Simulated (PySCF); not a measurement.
Isomers of CH6OSi2. All species are isolated molecules in the gas phase. One relaxed conformer stands for each flexible species; it need not be the lowest. Strings in code marks are SMILES.

The HOMO from two functionals at the same geometries (B3LYP-D3(BJ)/def2-TZVP), both in PySCF: PBE-D3(BJ)/def2-TZVP and TPSSh-D3(BJ)/def2-TZVP. 

```
species                                      PBE-D3(BJ)/def2-TZVP (eV)
-------------------------------------------  -------------------------
`[SiH2]=CO[SiH3]` (Si–C–O–Si torsion 0°)                         -5.00
`C=[SiH]O[SiH3]` (C–Si–O–Si torsion 1°)                          -5.25
`C(=O)[SiH2][SiH3]` (O–C–Si–Si torsion 94°)                      -5.64
`[SiH2]1[SiH2]C1O` (H–O–C–Si torsion 63°)                        -5.48
`C/[SiH]=[SiH]/O` (Si–Si–O–H torsion 129°)                       -4.76
`C/[SiH]=[SiH]\O` (Si–Si–O–H torsion 132°)                       -4.77
`C=[Si](O)[SiH3]` (Si–Si–O–H torsion 180°)                       -5.16
`O1[Si@H]([SiH3])C1`                                             -6.34
`CO[SiH]=[SiH2]` (C–O–Si–Si torsion 142°)                        -5.09
`[SiH3][C@@H]1O[SiH2]1`                                          -6.46
```

### Question
What does TPSSh-D3(BJ)/def2-TZVP give for each?

### Answer

- `[SiH2]=CO[SiH3]` (Si–C–O–Si torsion 0°): -5.38
- `C=[SiH]O[SiH3]` (C–Si–O–Si torsion 1°): -5.67
- `C(=O)[SiH2][SiH3]` (O–C–Si–Si torsion 94°): -6.30
- `[SiH2]1[SiH2]C1O` (H–O–C–Si torsion 63°): -6.01
- `C/[SiH]=[SiH]/O` (Si–Si–O–H torsion 129°): -5.15
- `C/[SiH]=[SiH]\O` (Si–Si–O–H torsion 132°): -5.15
- `C=[Si](O)[SiH3]` (Si–Si–O–H torsion 180°): -5.59
- `O1[Si@H]([SiH3])C1`: -6.88
- `CO[SiH]=[SiH2]` (C–O–Si–Si torsion 142°): -5.47
- `[SiH3][C@@H]1O[SiH2]1`: -7.03
Over these rows, drawn at random from the members with no instability flagged (it was tested for open shells, ions and some series alone), PBE minus TPSSh-D3(BJ): mean +0.47 eV, from +0.37 eV to +0.65 eV.
